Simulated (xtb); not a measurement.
AlF$_{2}$, charge +1, singlet, from a rough starting geometry (GFN-xTB shapes and energies of metal compounds can be far from the true ones).

Here is a job for xtb.
```
$ xtb mol.xyz --gfn 2 --chrg 1 --opt vtight --json

# file mol.xyz
3

Al     0.01716843    -0.01112728     0.00899992
F     -0.15632962     1.24989343    -1.05083945
F      0.20556508    -1.20504074     1.05737515
```

Task: Predict the HOMO-LUMO gap from GFN2-xTB run with xtb.

Result: 3.71 eV

Task: Estimate the total energy at the end of the optimisation that GFN2-xTB returns for this input.

Result: -10.1226 Eh
